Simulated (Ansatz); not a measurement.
C₂H₆FIn (`C[CH2][InH][F]`) from Hartree–Fock to CCSD(T)

```xyz
10

C     0.407    0.546    1.137
C     0.566   -0.565    0.108
In   -0.768   -0.358   -1.557
F    -2.179    0.919   -1.029
H    -0.623    0.631    1.487
H     1.045    0.367    2.008
H     0.680    1.521    0.727
H     1.587   -0.619   -0.277
H     0.354   -1.545    0.548
H    -1.068   -0.896   -3.150
```

The species carries charge 0 and has multiplicity 1. Correlated methods include outer-core shells of In, which these sets cover unevenly. In: def2 effective core potential. All single points use the PBE0-D4/def2-TZVP geometry. It is one conformer, not always the lowest. Frozen core, restricted reference, Ansatz.

| basis | HF (Eh) | MP2 corr. | CCSD corr. | (T) | CCSD(T) total |
| --- | --- | --- | --- | --- | --- |
| def2-SVP | -367.73967 | ? | -0.61155 | -0.01529 | ? |
| def2-TZVPP | ? | ? | ? | -0.03064 | ? |
| def2-QZVPP | -367.97468 | -1.13778 | – | – | – |

Task: Fill in the withheld values. (Best estimate.)

Result: Ansatz gave: def2-SVP MP2 corr.: -0.57033; def2-SVP CCSD(T) total: -368.36651; def2-TZVPP HF (Eh): -367.96418; def2-TZVPP MP2 corr.: -0.90166; def2-TZVPP CCSD corr.: -0.92387; def2-TZVPP CCSD(T) total: -368.91869.
